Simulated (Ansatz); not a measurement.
Start from `C[S][ZnH]` and change one element to get `C[O][ZnH]`.

Ansatz, PBE0-D4/def2-TZVP geometries, multiplicity 1. 

Outer-core shells of Zn are correlated without core-valence functions. Scalar relativity is left out up to krypton.

```csv
property,`C[S][ZnH]`
HOMO–LUMO gap (B3LYP/def2-TZVPP) / eV,5.28
size of the dipole moment (B3LYP/def2-TZVPP) / D,1.38
HOMO energy (ωB97M-V/def2-TZVPP) / eV,-8.84
HOMO energy (PBE0/def2-TZVPP) / eV,-6.67
HOMO energy (PBE/def2-TZVPP) / eV,-5.52
vertical ionisation energy (CCSD(T)/def2-TZVPP) / eV,8.86
```

Question: Give the same properties after the change, and the shifts. (Best estimate.)

Answer: Computed: 
```json
{"property": "HOMO–LUMO gap (B3LYP/def2-TZVPP) / eV", "`C[O][ZnH]`": "6.38", "shift": "1.10"}
{"property": "size of the dipole moment (B3LYP/def2-TZVPP) / D", "`C[O][ZnH]`": "1.10", "shift": "-0.28"}
{"property": "HOMO energy (ωB97M-V/def2-TZVPP) / eV", "`C[O][ZnH]`": "-9.71", "shift": "-0.87"}
{"property": "HOMO energy (PBE0/def2-TZVPP) / eV", "`C[O][ZnH]`": "-7.29", "shift": "-0.62"}
{"property": "HOMO energy (PBE/def2-TZVPP) / eV", "`C[O][ZnH]`": "-5.83", "shift": "-0.31"}
{"property": "vertical ionisation energy (CCSD(T)/def2-TZVPP) / eV", "`C[O][ZnH]`": "9.75", "shift": "0.89"}
```

With PBE0 the HOMO falls by 0.62 eV and the LUMO rises by 0.48 eV, so the gap widens by about 1.10 eV. PBE moves the HOMO by -0.31 eV and ωB97M-V by -0.87 eV. Dipoles are sizes alone; their direction can turn.

B3LYP here is the variant with VWN-RPA as its local correlation; programs differ in this.
